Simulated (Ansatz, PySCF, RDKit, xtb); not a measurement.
Torsion H3–Se1–Se2–H4 in H2Se2 (SMILES [SeH][SeH]); at each angle all else is relaxed with GFN2-xTB, and the levels are single points there.
Geometry at 90° (charge 0, multiplicity 1):
```xyz
4

Se    -1.07770     0.67534     0.36085
Se     1.07339     0.51547    -0.36935
H     -1.60595    -0.48781    -0.34201
H      0.93129     1.33596    -1.56626
```

```csv
level,energy at 0° less that at 90° (kJ/mol),"minus CCSD(T)/CBS(cc-pVTZ, cc-pVQZ)",cost
UFF,21.4,-4.9,-
GFN2-xTB,22.4,-3.9,-
HF/6-31G*,28.0,1.7,-
BLYP/def2-TZVPP,24.7,-1.6,×1
BLYP-D4/def2-TZVPP,24.6,-1.7,×1
BP86/6-31G*,28.5,2.2,-
r2SCAN-D3(BJ)/def2-TZVPP,28.3,2.0,×2
B3LYP/3-21G,20.8,-5.6,-
B3LYP-D3(BJ)/def2-TZVPP,25.7,-0.7,×2
MP2/cc-pVTZ,27.3,1.0,-
MP2/cc-pVQZ,27.2,0.9,-
SCS-MP2/cc-pVTZ,26.2,-0.1,-
CCSD(T)/cc-pVQZ,26.1,-0.3,×20
"CCSD(T)/CBS(cc-pVTZ, cc-pVQZ)",26.3,0.0,×20
```

 The comparison column counts from a level with limits of its own.

The rows run from 20.8 (B3LYP/3-21G) to 28.5 kJ/mol (BP86/6-31G*). From cc-pVTZ to cc-pVQZ MP2 changes by -0.1. The dispersion term adds -0.1 in BLYP-D4.

On the grid 0° to 330°, 0° is the highest and 90° the lowest point at CCSD(T)/CBS(cc-pVTZ, cc-pVQZ).

Correlated levels freeze the cores. Filled d and f shells under p-block atoms count as core. CBS: X⁻³ extrapolation of the correlation energy, Hartree–Fock from the larger set. Rows in 3-21G, 6-31G* carry no dispersion term and start afresh at each structure (6-31G* with six Cartesian d functions); the Pople sets are all-electron and without relativity.

Codes used: Ansatz (a program for electronic structure); PySCF for 3-21G rows, 6-31G* rows, the dispersion terms; RDKit for the force fields; xtb for the GFN methods. Each number belongs to the level named beside it.

Costs are rough ratios of core time to PBE/def2-TZVPP (about 1.7 s over the structures, on one shared machine); a dash marks a level with no comparable run of its own.
